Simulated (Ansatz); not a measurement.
CH7FSi3 (`F[SiH2][SiH]1C[SiH2]1`) at its PBE0-D4/def2-TZVP geometry, where that method's forces vanish. The species carries charge 0 and has multiplicity 1.

| atom | x (Å) | y (Å) | z (Å) |
| --- | --- | --- | --- |
| F1 | -3.088 | 0.133 | -1.074 |
| Si2 | -1.992 | 0.824 | -0.123 |
| Si3 | 0.181 | 0.380 | -0.782 |
| C4 | 0.904 | -1.299 | -0.229 |
| Si5 | 1.659 | 0.019 | 0.888 |
| H6 | -2.269 | 2.283 | -0.120 |
| H7 | -2.175 | 0.275 | 1.246 |
| H8 | 0.653 | 0.880 | -2.097 |
| H9 | 1.576 | -1.777 | -0.939 |
| H10 | 0.216 | -2.016 | 0.212 |
| H11 | 1.227 | 0.018 | 2.305 |
| H12 | 3.106 | 0.279 | 0.712 |

**Question.** For each bond, give half the difference of the two atoms' forces along it (eV/Å; positive pushes the atoms apart) under PBE-D4, r2SCAN-D4, B3LYP-D4, ωB97M-V in def2-TZVPP. (An estimate is asked.)

**Answer.** The calculation gave: 
| bond | length (Å) | PBE-D4 | r2SCAN-D4 | B3LYP-D4 | ωB97M-V |
| --- | --- | --- | --- | --- | --- |
| F1–Si2 | 1.607 | 0.54 | 0.05 | 0.21 | 0.18 |
| Si2–Si3 | 2.314 | -0.22 | -0.04 | 0.02 | 0.03 |
| Si2–H6 | 1.485 | 0.04 | -0.02 | -0.11 | -0.15 |
| Si2–H7 | 1.487 | 0.04 | -0.02 | -0.10 | -0.15 |
| Si3–C4 | 1.910 | 0.11 | 0.08 | 0.14 | 0.03 |
| Si3–Si5 | 2.259 | 0.14 | 0.08 | 0.17 | 0.07 |
| Si3–H8 | 1.484 | 0.07 | -0.02 | -0.13 | -0.13 |
| C4–Si5 | 1.885 | 0.09 | 0.05 | 0.18 | 0.05 |
| C4–H9 | 1.088 | 0.09 | -0.03 | -0.09 | -0.05 |
| C4–H10 | 1.087 | 0.09 | -0.02 | -0.08 | -0.05 |
| Si5–H11 | 1.481 | 0.04 | -0.03 | -0.11 | -0.11 |
| Si5–H12 | 1.481 | 0.04 | -0.03 | -0.11 | -0.12 |

B3LYP here is the variant with VWN-RPA as its local correlation; programs differ in this.

All numbers were calculated with Ansatz.
